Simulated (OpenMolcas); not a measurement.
Tc3+ (d4) among equal point charges was computed by CASSCF with the d shell active (OpenMolcas, ANO-RCC-VDZP on the metal). Its lowest spin-free states, and all those of the highest spin:

| 2S+1 | Degeneracy | E (cm-1) |
| --- | --- | --- |
| 5 | 3 | 0.0 |
| 5 | 2 | 2895 |
| 3 | 3 | 15604 |
| 3 | 3 | 16851 |
| 3 | 3 | 18030 |
| 3 | 2 | 19165 |
| 3 | 3 | 20090 |
| 3 | 3 | 20263 |
| 1 | 1 | 21524 |
| 3 | 3 | 21832 |
| 3 | 3 | 22176 |
| 3 | 1 | 22236 |

Task: Is the site octahedral, tetrahedral or cube-like, axial, or of lower symmetry?

Result: The states with 2S+1 = 5 have orbital degeneracies 3, 2. Threefold states need a cubic site. For d4 at this spin an octahedron puts the twofold E below the threefold T2 and a tetrahedron or cube puts the threefold T2 below the twofold E, so the site is a tetrahedron or a cube, which this pattern cannot tell apart. The first gap at this spin, 2900 cm-1, is |10Dq| in ligand-field theory. The run had Tc3+ among 4 point charges of -1.62 e arranged as a tetrahedron (Td), 2.06 Å from the ion.

An orbital triplet at a regular site is open to Jahn-Teller coupling, which can distort the site and quench the lowest spin-orbit gaps and is left out. Without dynamic correlation the repulsion within the d shell is too large (B by tens of per cent), so at a given field states of lower spin stand too high. Point charges give a weaker field than real ligands, and real ions of this kind are as a rule low spin; the high spin found here belongs to the model. The ground term spreads over less than 5000 cm-1, several times less than with real ligands, so orbital moments are less quenched and χT lies further from the spin-only value than at real sites. Point charges carry no covalency, so the field is a model and not that of real ligands. No measured value stands beside these numbers.
